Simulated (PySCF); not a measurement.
# A survey of ¹⁹F NMR shifts

Isolated molecule, no relativistic terms, one averaged value for each set of equivalent atoms, a single conformation. GIAO PBE0/pcSseg-1 shieldings; geometry: GFN2-xTB; PySCF 2.14.

Shieldings were converted by a linear fit to measured shifts: ¹⁹F (scatter 6.0 ppm rms, 7.0 ppm with the 5 outliers that the fit left out vs CFCl3, solution or neat liquid, with a term for F on sp3 carbon). Occasional misses reach two or three times the rms, and more in compound classes unlike the fitted ones.

**Question.** Give the ¹⁹F shifts of `O=C1CC[C@@H]1F`, `CP(C)CC(F)(F)F`, `N#C[SiH2]C1(F)C(F)=C1F`, `FC(F)(F)C(F)(F)[C@H]1CN1`.

**Answer.** 
| compound | environment | δ (ppm) |
| --- | --- | --- |
| O=C1CC[C@@H]1F | fluorine on an sp3 carbon | -169.7 |
| CP(C)CC(F)(F)F | fluorine of a CF3 group (×3) | -60.7 |
| [N:1]#[C:2][SiH2:3][C:4]1([F:5])[C:6]([F:7])=[C:8]1[F:9] | F5: fluorine on an sp3 carbon | -101.0 |
| [N:1]#[C:2][SiH2:3][C:4]1([F:5])[C:6]([F:7])=[C:8]1[F:9] | F7/9: vinylic fluorine (×2) | -145.6 |
| [F:1][C:2]([F:3])([F:4])[C:5]([F:6])([F:7])[C@H:8]1[CH2:9][NH:10]1 | F1/3/4: fluorine of a CF3 group (×3) | -83.6 |
| [F:1][C:2]([F:3])([F:4])[C:5]([F:6])([F:7])[C@H:8]1[CH2:9][NH:10]1 | F6: fluorine of a CF2 group | -118.4 |
| [F:1][C:2]([F:3])([F:4])[C:5]([F:6])([F:7])[C@H:8]1[CH2:9][NH:10]1 | F7: fluorine of a CF2 group | -140.0 |

**Question.** Order these by ¹⁹F shift, lowest first.
A. N#CCC(F)(F)F
B. C=C[Si@H](/C=C\C=C\F)OC
C. N#CCO/C(=C\F)CCl

**Answer.** C (-168.5 ppm, vinylic fluorine), B (-112.9 ppm, vinylic fluorine), A (-63.2 ppm, fluorine of a CF3 group).
